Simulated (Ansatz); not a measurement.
CH9BOSi2 (`C[SiH2]OB[SiH3]`). Total charge 0; spin multiplicity 1.

Z-matrix (Å, degrees):
```
C
Si 1 1.857
H 1 1.094 2 109.3
H 1 1.092 2 111.6 3 -119.4
H 1 1.092 2 111.6 3 119.4
O 2 1.667 1 112.4 3 -180.0
H 2 1.484 1 111.1 3 61.1
H 2 1.484 1 111.2 3 -61.0
B 6 1.344 2 134.3 1 -0.4
Si 9 2.032 6 120.6 2 -180.0
H 9 1.210 6 119.2 2 0.1
H 10 1.492 9 109.7 6 121.6
H 10 1.492 9 109.7 6 -121.4
H 10 1.489 9 113.8 6 0.1
```

(1) What are the harmonic wavenumbers in cm⁻¹ at PBE0-D4/def2-TZVP (Ansatz, finite differences of forces, unscaled)? (An estimate is asked.)

(2) Is this a minimum?

(3) Give the ideal-gas thermochemistry at 298.15 K and 1 bar (rigid rotor, harmonic oscillator; point group Cs, symmetry number 1).

(4) Rotational constants (cm⁻¹)?

Answers

(1) Ansatz gave: 44, 66, 93, 106, 172, 192, 291, 449, 470, 500, 673, 690, 737, 762, 792, 830, 878, 881, 932, 935, 943, 967, 1131, 1280, 1387, 1442, 1446, 2197, 2198, 2217, 2237, 2238, 2513, 3052, 3134, 3145.

(2) Yes, all 36 modes are real.

(3) Zero-point energy 251.3 kJ/mol; H(298) − E = 278.1 kJ/mol; entropy 396.5 J/(mol·K), of which translation 166.8, rotation 116.5, vibration 113.2; G(298) − E = 159.9 kJ/mol. Modes under 100 cm⁻¹ are hindered rotations or soft bends, so the harmonic entropy is rough.

(4) 0.3093, 0.03626, 0.03341.
